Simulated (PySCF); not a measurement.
Electronic structure of Ge⁺ (germanium, charge +1) at the UHF level

Configuration: [Ar] 3d10 4s2 4d1, 2D determinant (an excited configuration). Computed with PySCF 2.14 in aug-cc-pVTZ-DK, with the spin-free X2C one-electron Hamiltonian (Gaussian nucleus).

| Quantity | Value |
| --- | --- |
| Total energy | -2096.447861 hartree |
| One-electron energy | -2907.1118 hartree |
| Hartree (Coulomb) energy | 888.8869 hartree |
| Exchange energy | -78.2230 hartree |
| ⟨S²⟩ | 0.7503 |
| ⟨L²⟩ | 6.001 |
| Sum of ⟨r⟩ | 22.71 bohr |
| Sum of ⟨r²⟩ | 45.14 bohr² |
| Traceless quadrupole moment −½Σ⟨3z² − r²⟩ along its main axis | 7.10 e·bohr² |
| Langevin diamagnetic susceptibility | -35.8 ×10⁻⁶ cm³/mol |

| shell | electrons | mean orbital energy (eV) | spread (eV) | rms radius, mean of both spins (bohr) |
| --- | --- | --- | --- | --- |
| 1s β | 1 | -11192.6 | 0 | 0.0542 |
| 1s α | 1 | -11192.6 | 0 | 0.0542 |
| 2s α | 1 | -1467.5 | 0 | 0.227 |
| 2s β | 1 | -1467.5 | 0 | 0.227 |
| 2p α | 3 | -1279.5 | 0.002 | 0.203 |
| 2p β | 3 | -1279.5 | 0.019 | 0.203 |
| 3s α | 1 | -215.05 | 0 | 0.668 |
| 3s β | 1 | -215.04 | 0 | 0.668 |
| 3p α | 3 | -155.23 | 0.024 | 0.701 |
| 3p β | 3 | -155.21 | 0.060 | 0.701 |
| 3d α | 5 | -57.077 | 0.133 | 0.809 |
| 3d β | 5 | -57.041 | 0.070 | 0.809 |
| 4s α | 1 | -26.262 | 0 | 2.16 |
| 4s β | 1 | -26.079 | 0 | 2.16 |
| 4d α | 1 | -6.237 | 0 | 5.01 |

The outer electron is Rydberg-like, and this basis confines it to a smaller radius and binds it less than a complete one would.

Densities and radii are taken from the X2C orbitals without a picture-change correction, which distorts them close to the nucleus.

Spin-orbit constants ζ (cm⁻¹) from the X2C one-electron operator on these orbitals: bare nucleus, nucleus screened by l(l+1)(2l+1)/3 electrons, and screened by the Breit-Pauli mean field of the electrons.

```csv
shell,bare,screened nucleus,mean field
2p,177600,166500,161500
3p,23550,22080,21280
3d,2627,1806,1667
4d,28.95,19.90,16.56
```

To first order the Landé constant is A = 16.56 cm⁻¹, so the lowest level has J = 3/2 and lies 0.00308 eV below the centre of the term.
